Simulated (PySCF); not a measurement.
Species: C7H9NO.
Structure used (GFN2-xTB), in Å, numbered top down from 1:
```
atom  x, y, z in Å
C1    -2.2113    0.0959   -1.2193
C2    -1.3307   -0.3956   -0.3649
C3    -1.3997   -0.1530    1.1229
O4    -2.3441    0.8063    1.5172
C5    -0.1592   -1.2408   -0.8070
C6     1.0854   -0.5368   -0.5781
C7     2.1080    0.0793   -0.4137
C8     3.3003    0.7826   -0.1027
N9     3.7222    1.0833    1.0468
H10   -3.0524    0.6802   -0.8859
H11   -2.1405   -0.0825   -2.2786
H12   -1.6946   -1.0797    1.6281
H13   -0.3940    0.1187    1.4841
H14   -2.1390    1.6388    1.0773
H15   -0.1412   -2.1733   -0.2326
H16   -0.2508   -1.4822   -1.8687
H17    3.9065    1.0913   -0.9511
H18    3.1265    0.7739    1.8148
```

Computed at PBE0/pcSseg-1 (PySCF, non-relativistic), with Q(17O) = −0.0256 b, Q(14N) = 0.02044 b: O4, 17O (I = 5/2): χzz = 11.77 MHz, η = 0.933; N9, 14N (I = 1): χzz = -5.060 MHz, η = 0.422.

Task: Where would the pure quadrupole (NQR) lines of 17O at O4 fall for the rigid, isolated species?

Result: From the eigenvalues of H = χ/[4I(2I − 1)] × [3Iz² − I(I + 1) + η(Ix² − Iy²)], steps between neighbouring levels, labelled as for η = 0: ±1/2↔±3/2 2.979 MHz, ±3/2↔±5/2 3.148 MHz (alcohol oxygen).

Task: Where would the pure quadrupole (NQR) lines of 14N at N9 fall for the rigid, isolated species?

Result: From ν± = (3/4)|χ|(1 ± η/3) and ν0 = |χ|η/2: ν+ 4.329 MHz, ν− 3.261 MHz, ν0 1.067 MHz (imine nitrogen).

In a crystal, neighbours and librations shift these lines. GFN2-xTB bond lengths can be off by several hundredths of an ångström, more for odd bonds, and the gradients follow them. A larger basis could move these couplings by a tenth or more.

One conformer stands for the species.
